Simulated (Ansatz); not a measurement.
A first, cheap relaxation of C2H9B2N, SMILES `BN(C)BC`.

```yaml
crystal:
  periodic: [false, false, false]
  atoms:
    - {symbol: B, position_ang: [0.072200, 1.378000, 1.096800]}
    - {symbol: N, position_ang: [-0.825400, 0.249600, 0.574600]}
    - {symbol: C, position_ang: [-1.395700, 0.545800, -0.771500]}
    - {symbol: B, position_ang: [0.097500, -1.019400, 0.564200]}
    - {symbol: C, position_ang: [1.322100, -1.211600, -0.365000]}
    - {symbol: H, position_ang: [0.961000, 1.821200, 0.471700]}
    - {symbol: H, position_ang: [-0.227700, 1.947600, 2.110800]}
    - {symbol: H, position_ang: [-1.935800, -0.294300, -1.126800]}
    - {symbol: H, position_ang: [-2.035200, 1.442900, -0.666100]}
    - {symbol: H, position_ang: [-0.556900, 0.754200, -1.476200]}
    - {symbol: H, position_ang: [-0.315400, -1.932200, 1.276400]}
    - {symbol: H, position_ang: [2.213700, -1.417600, 0.315400]}
    - {symbol: H, position_ang: [1.477100, -0.256300, -0.944100]}
    - {symbol: H, position_ang: [1.135600, -2.037200, -1.031300]}
basis:
  gaussian: {orbitals: def2-SVP}
hamiltonian: {xc: pbe, dispersion: d4}
relax: {f_tol: 0.03, max_steps: 200}
```

```sh
$ ansatz run in.yaml --threads 4 --pin off --events-out ev --progress --plain --max-ram 10444MiB
```

It prints (some lines left out):

```
Functional definition: PBE
mean field -5050.93941898 eV, -185.6185999979 hartree, gradient 1.2e-5 eV, S^2 0.000000; 1 other end points of the search recorded, 0 dependent functions left out
relax step   1: F+E_penalty+E_count = -5051.19703994 eV  Δ(F+E_penalty+E_count) = +0.000e0 eV  max|allowed force component| = 2.479e0 eV/Å  Δτ_max = 0.0000 Å  (42 SCF iters, accepted)
mean field -5051.41185610 eV, -185.6359617417 hartree, gradient 2.4e-5 eV, S^2 0.000000; 0 other end points of the search recorded, 0 dependent functions left out
relax step   2: F+E_penalty+E_count = -5051.67113942 eV  Δ(F+E_penalty+E_count) = -4.741e-1 eV  max|allowed force component| = 1.426e0 eV/Å  Δτ_max = 0.1964 Å  (29 SCF iters, accepted)
mean field -5051.71314924 eV, -185.6470340603 hartree, gradient 1.6e-5 eV, S^2 0.000000; 0 other end points of the search recorded, 0 dependent functions left out
relax step   3: F+E_penalty+E_count = -5051.97395493 eV  Δ(F+E_penalty+E_count) = -3.028e-1 eV  max|allowed force component| = 8.726e-1 eV/Å  Δτ_max = 0.1949 Å  (30 SCF iters, accepted)
mean field -5052.00570187 eV, -185.6577851713 hartree, gradient 1.4e-5 eV, S^2 0.000000; 0 other end points of the search recorded, 0 dependent functions left out
relax step   4: F+E_penalty+E_count = -5052.26645108 eV  Δ(F+E_penalty+E_count) = -2.925e-1 eV  max|allowed force component| = 9.582e-1 eV/Å  Δτ_max = 0.1952 Å  (29 SCF iters, accepted)
mean field -5052.31367661 eV, -185.6691030342 hartree, gradient 1.0e-5 eV, S^2 0.000000; 0 other end points of the search recorded, 0 dependent functions left out
relax step   5: F+E_penalty+E_count = -5052.57384834 eV  Δ(F+E_penalty+E_count) = -3.074e-1 eV  max|allowed force component| = 8.211e-1 eV/Å  Δτ_max = 0.1950 Å  (30 SCF iters, accepted)
mean field -5052.60244633 eV, -185.6797151255 hartree, gradient 9.2e-6 eV, S^2 0.000000; 0 other end points of the search recorded, 0 dependent functions left out
relax step   6: F+E_penalty+E_count = -5052.86192953 eV  Δ(F+E_penalty+E_count) = -2.881e-1 eV  max|allowed force component| = 6.828e-1 eV/Å  Δτ_max = 0.1971 Å  (29 SCF iters, accepted)
mean field -5052.82186869 eV, -185.6877787487 hartree, gradient 7.0e-6 eV, S^2 0.000000; 0 other end points of the search recorded, 0 dependent functions left out
relax step   7: F+E_penalty+E_count = -5053.07979395 eV  Δ(F+E_penalty+E_count) = -2.179e-1 eV  max|allowed force component| = 6.147e-1 eV/Å  Δτ_max = 0.2000 Å  (30 SCF iters, accepted)
mean field -5053.01543465 eV, -185.6948921667 hartree, gradient 7.3e-6 eV, S^2 0.000000; 0 other end points of the search recorded, 0 dependent functions left out
relax step   8: F+E_penalty+E_count = -5053.27183779 eV  Δ(F+E_penalty+E_count) = -1.920e-1 eV  max|allowed force component| = 5.419e-1 eV/Å  Δτ_max = 0.2000 Å  (28 SCF iters, accepted)
mean field -5053.15539281 eV, -185.7000355340 hartree, gradient 7.2e-6 eV, S^2 0.000000; 0 other end points of the search recorded, 0 dependent functions left out
relax step   9: F+E_penalty+E_count = -5053.41005443 eV  Δ(F+E_penalty+E_count) = -1.382e-1 eV  max|allowed force component| = 4.697e-1 eV/Å  Δτ_max = 0.2000 Å  (28 SCF iters, accepted)
mean field -5053.24485658 eV, -185.7033232668 hartree, gradient 2.4e-5 eV, S^2 0.000000; 0 other end points of the search recorded, 0 dependent functions left out
relax step  10: F+E_penalty+E_count = -5053.49801663 eV  Δ(F+E_penalty+E_count) = -8.796e-2 eV  max|allowed force component| = 8.791e-1 eV/Å  Δτ_max = 0.1945 Å  (28 SCF iters, accepted)
mean field -5053.33870132 eV, -185.7067719976 hartree, gradient 6.7e-6 eV, S^2 0.000000; 0 other end points of the search recorded, 0 dependent functions left out
relax step  11: F+E_penalty+E_count = -5053.59089039 eV  Δ(F+E_penalty+E_count) = -9.287e-2 eV  max|allowed force component| = 7.525e-1 eV/Å  Δτ_max = 0.2000 Å  (29 SCF iters, accepted)
mean field -5053.41323178 eV, -185.7095109416 hartree, gradient 6.6e-6 eV, S^2 0.000000; 0 other end points of the search recorded, 0 dependent functions left out
relax step  12: F+E_penalty+E_count = -5053.66462656 eV  Δ(F+E_penalty+E_count) = -7.374e-2 eV  max|allowed force component| = 2.479e-1 eV/Å  Δτ_max = 0.1949 Å  (30 SCF iters, accepted)
mean field -5053.45996155 eV, -185.7112282289 hartree, gradient 2.6e-5 eV, S^2 0.000000; 0 other end points of the search recorded, 0 dependent functions left out
relax step  13: F+E_penalty+E_count = -5053.71099344 eV  Δ(F+E_penalty+E_count) = -4.637e-2 eV  max|allowed force component| = 3.038e-1 eV/Å  Δτ_max = 0.1967 Å  (27 SCF iters, accepted)
mean field -5053.49705514 eV, -185.7125913930 hartree, gradient 6.9e-6 eV, S^2 0.000000; 0 other end points of the search recorded, 0 dependent functions left out
relax step  14: F+E_penalty+E_count = -5053.74739293 eV  Δ(F+E_penalty+E_count) = -3.640e-2 eV  max|allowed force component| = 2.151e-1 eV/Å  Δτ_max = 0.2000 Å  (29 SCF iters, accepted)
mean field -5053.52821799 eV, -185.7137366067 hartree, gradient 7.2e-6 eV, S^2 0.000000; 0 other end points of the search recorded, 0 dependent functions left out
relax step  15: F+E_penalty+E_count = -5053.77858224 eV  Δ(F+E_penalty+E_count) = -3.119e-2 eV  max|allowed force component| = 6.400e-2 eV/Å  Δτ_max = 0.1999 Å  (28 SCF iters, accepted)
mean field -5053.53259729 eV, -185.7138975432 hartree, gradient 2.1e-5 eV, S^2 0.000000; 0 other end points of the search recorded, 0 dependent functions left out
relax step  16: F+E_penalty+E_count = -5053.78431406 eV  Δ(F+E_penalty+E_count) = -5.732e-3 eV  max|allowed force component| = 1.737e-1 eV/Å  Δτ_max = 0.1447 Å  (27 SCF iters, accepted)
mean field -5053.53849502 eV, -185.7141142806 hartree, gradient 2.2e-5 eV, S^2 0.000000; 0 other end points of the search recorded, 0 dependent functions left out
relax step  17: F+E_penalty+E_count = -5053.78890651 eV  Δ(F+E_penalty+E_count) = -4.592e-3 eV  max|allowed force component| = 1.566e-1 eV/Å  Δτ_max = 0.1009 Å  (27 SCF iters, accepted)
mean field -5053.54152345 eV, -185.7142255733 hartree, gradient 2.1e-5 eV, S^2 0.000000; 0 other end points of the search recorded, 0 dependent functions left out
relax step  18: F+E_penalty+E_count = -5053.79194803 eV  Δ(F+E_penalty+E_count) = -3.042e-3 eV  max|allowed force component| = 3.066e-2 eV/Å  Δτ_max = 0.0308 Å  (29 SCF iters, accepted)
mean field -5053.54186694 eV, -185.7142381965 hartree, gradient 2.1e-5 eV, S^2 0.000000; 0 other end points of the search recorded, 0 dependent functions left out
relax step  19: F+E_penalty+E_count = -5053.79219635 eV  Δ(F+E_penalty+E_count) = -2.483e-4 eV  max|allowed force component| = 6.396e-2 eV/Å  Δτ_max = 0.0297 Å  (29 SCF iters, accepted)
mean field -5053.54212565 eV, -185.7142477037 hartree, gradient 2.1e-5 eV, S^2 0.000000; 0 other end points of the search recorded, 0 dependent functions left out
relax step  20: F+E_penalty+E_count = -5053.79238804 eV  Δ(F+E_penalty+E_count) = -1.917e-4 eV  max|allowed force component| = 3.270e-2 eV/Å  Δτ_max = 0.0191 Å  (30 SCF iters, accepted)
mean field -5053.54224691 eV, -185.7142521601 hartree, gradient 2.0e-5 eV, S^2 0.000000; 0 other end points of the search recorded, 0 dependent functions left out
relax step  21: F+E_penalty+E_count = -5053.79238293 eV  Δ(F+E_penalty+E_count) = +5.108e-6 eV  max|allowed force component| = 6.502e-2 eV/Å  Δτ_max = 0.0474 Å  (30 SCF iters, rejected (line search))
mean field -5053.54239814 eV, -185.7142577175 hartree, gradient 2.0e-5 eV, S^2 0.000000; 0 other end points of the search recorded, 0 dependent functions left out
relax step  22: F+E_penalty+E_count = -5053.79259436 eV  Δ(F+E_penalty+E_count) = -2.063e-4 eV  max|allowed force component| = 2.164e-2 eV/Å  Δτ_max = 0.0237 Å  (30 SCF iters, accepted)
mean field -5053.54253321 eV, -185.7142626814 hartree, gradient 2.0e-5 eV, S^2 0.000000; 0 other end points of the search recorded, 0 dependent functions left out
relax step  23: F+E_penalty+E_count = -5053.79254304 eV  Δ(F+E_penalty+E_count) = +5.131e-5 eV  max|allowed force component| = 9.935e-2 eV/Å  Δτ_max = 0.0722 Å  (30 SCF iters, rejected (line search))
mean field -5053.54271855 eV, -185.7142694923 hartree, gradient 2.0e-5 eV, S^2 0.000000; 0 other end points of the search recorded, 0 dependent functions left out
relax step  24: F+E_penalty+E_count = -5053.79283036 eV  Δ(F+E_penalty+E_count) = -2.360e-4 eV  max|allowed force component| = 1.846e-2 eV/Å  Δτ_max = 0.0352 Å  (29 SCF iters, accepted)
mean field -5053.54285154 eV, -185.7142743796 hartree, gradient 2.0e-5 eV, S^2 0.000000; 0 other end points of the search recorded, 0 dependent functions left out
relax step  25: F+E_penalty+E_count = -5053.79284229 eV  Δ(F+E_penalty+E_count) = -1.194e-5 eV  max|allowed force component| = 7.615e-2 eV/Å  Δτ_max = 0.0488 Å  (30 SCF iters, accepted)
mean field -5053.54283547 eV, -185.7142737890 hartree, gradient 2.1e-5 eV, S^2 0.000000; 0 other end points of the search recorded, 0 dependent functions left out
relax step  26: F+E_penalty+E_count = -5053.79281137 eV  Δ(F+E_penalty+E_count) = +3.092e-5 eV  max|allowed force component| = 6.866e-2 eV/Å  Δτ_max = 0.0097 Å  (30 SCF iters, rejected (line search))
mean field -5053.54311507 eV, -185.7142840641 hartree, gradient 1.9e-5 eV, S^2 0.000000; 0 other end points of the search recorded, 0 dependent functions left out
relax step  27: F+E_penalty+E_count = -5053.79310450 eV  Δ(F+E_penalty+E_count) = -2.622e-4 eV  max|allowed force component| = 3.863e-2 eV/Å  Δτ_max = 0.0049 Å  (23 SCF iters, accepted)
mean field -5053.54328939 eV, -185.7142904704 hartree, gradient 2.0e-5 eV, S^2 0.000000; 0 other end points of the search recorded, 0 dependent functions left out
relax step  28: F+E_penalty+E_count = -5053.79325676 eV  Δ(F+E_penalty+E_count) = -1.523e-4 eV  max|allowed force component| = 1.272e-3 eV/Å  Δτ_max = 0.0164 Å  (30 SCF iters, accepted)
mean field -5053.54346842 eV, -185.7142970495 hartree, gradient 2.0e-5 eV, S^2 0.000000; 0 other end points of the search recorded, 0 dependent functions left out
relax step  29: F+E_penalty+E_count = -5053.79337376 eV  Δ(F+E_penalty+E_count) = -1.170e-4 eV  max|allowed force component| = 1.507e-2 eV/Å  Δτ_max = 0.0318 Å  (29 SCF iters, accepted)
mean field -5053.54346842 eV, -185.7142970495 hartree, gradient 2.4e-5 eV, S^2 0.000000; 1 other end points of the search recorded, 0 dependent functions left out
Total energy: -5053.79341335 eV, -185.7234823564 hartree
Atom 0 at    -0.636329     1.388433     1.437522 Å, force    -0.007411    -0.009526    -0.000980 eV/Å
Atom 1 at    -0.277160     0.524789     0.358753 Å, force     0.003507     0.015073    -0.003737 eV/Å
Atom 2 at    -0.760125     0.812994    -1.000910 Å, force     0.000004    -0.002350     0.002699 eV/Å
Atom 3 at     0.562275    -0.629222     0.599814 Å, force    -0.003469    -0.012335     0.001176 eV/Å
Atom 4 at     1.008853    -1.645019    -0.511513 Å, force     0.008508    -0.003997     0.001656 eV/Å
Atom 5 at    -1.343526     2.355787     1.213511 Å, force     0.003340     0.002603    -0.000329 eV/Å
Atom 6 at    -0.233587     1.142345     2.555046 Å, force     0.001674     0.001950     0.001055 eV/Å
Atom 7 at    -1.364194    -0.027457    -1.399790 Å, force    -0.000148     0.000488    -0.000495 eV/Å
Atom 8 at    -1.390245     1.721560    -0.995148 Å, force     0.000362    -0.000817     0.000133 eV/Å
Atom 9 at     0.083931     0.979394    -1.701222 Å, force    -0.000611    -0.000409     0.000137 eV/Å
Atom 10 at     0.916573    -0.806079     1.751135 Å, force     0.000334     0.002108     0.001545 eV/Å
Atom 11 at     2.107858    -1.804312    -0.454082 Å, force    -0.009874     0.001459    -0.003469 eV/Å
Atom 12 at     0.739217    -1.401359    -1.557288 Å, force     0.000010    -0.002322     0.002055 eV/Å
Atom 13 at     0.573560    -2.641154    -0.266927 Å, force     0.003776     0.008074    -0.001447 eV/Å
Dipole moment:    -0.022638    -0.102736    -0.398966 e Å
```

Hardware: 4 threads of an Arm Neoverse V1 on a shared host. Wall time 36 s, peak host memory 0.16 GiB.
